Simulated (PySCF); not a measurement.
A structure optimised at B3LYP-D3(BJ)/def2-TZVP, used in a PySCF frequency run:

```xyz
4

Al     0.0000     0.0000     0.3928
O      0.0000     0.0000     1.9891
O      0.0000     0.6833    -1.3137
O      0.0000    -0.6833    -1.3137
```
Charge 0, spin multiplicity 2.

Question: Write its SMILES, formula and point group.

Answer: [O][Al]1[O][O]1, AlO3, C2v

Question: What are its rotational constants (standard atomic weights)?

Answer: 33.823, 4.1193, 3.6721 GHz
